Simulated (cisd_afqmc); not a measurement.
Input (AFQMC/CISD/cc-pVTZ; cisd_afqmc is a phaseless AFQMC code with CISD trial states that reads the integrals written by Ansatz):

Ansatz 0.2 input:
```python
import cisd_afqmc

open("ham.yaml", "w").write("""\
crystal:
  periodic: [false, false, false]
  atoms:
    - {symbol: Se, position_ang: [-0.00164165, -0.00091059, 0.32316795]}
    - {symbol: F, position_ang: [1.02828142, 1.45882139, 0.17001365]}
    - {symbol: F, position_ang: [1.07379673, -0.75234039, -0.76779365]}
    - {symbol: F, position_ang: [-1.02991383, -1.45972686, 0.15133466]}
    - {symbol: F, position_ang: [-1.06596252, 0.75668587, -0.77441137]}
basis:
  gaussian:
    orbitals: cc-pVTZ
magnetization: {spin_polarized: false}
correlation: {method: ccsd, electrons: outside_noble_gas, hamiltonian_folder: ham}
""")
rep = cisd_afqmc.ansatz("ham.yaml")
e_ccsd = rep["correlation"]["coupled_cluster"]["energy"]["hartree"]
out = cisd_afqmc.run("ham", e_ccsd, trial="CISD", walkers=1000, populations=1, threads=12, dt=0.005, steps=40, early=24, settle=10, least=100,
    cut=5e-5, rank_cut=2e-4, target=0.0007, seconds=1500, seed=4, memory=62639, gpu=True)
```

Output:

```
orbitals 145, occupied [17], factors 864 of 1048, rank of the doubles 727 of 2176
E(HF) = -2797.720630
E(CCSD) on the cut factors = -2798.917521, shift to the whole factors -0.000016
Energy of the trial state on the determinant = -2798.917562
  tau behind 7.2 of longer steps, mean of the populations' last blocks
   2.0  -2798.96118
   4.0  -2798.96242
   6.0  -2798.96531
   8.0  -2798.96386
  10.0  -2798.95746
  12.0  -2798.96253
  14.0  -2798.95818
  16.0  -2798.96020
  18.0  -2798.96305
  20.0  -2798.96001
  22.0  -2798.95873
  24.0  -2798.96326
  26.0  -2798.96037
  28.0  -2798.96825
  30.0  -2798.96317
  32.0  -2798.96406
  34.0  -2798.96654
  36.0  -2798.96220
  38.0  -2798.96214
  40.0  -2798.96016
  42.0  -2798.96268
blocks 200 (0 outliers left out), error by blocks joined: 1: 0.00043, 2: 0.00052, 4: 0.00062, 8: 0.00068, 16: 0.00062
E(AFQMC/CISD) = -2798.96223 +/- 0.00068
```
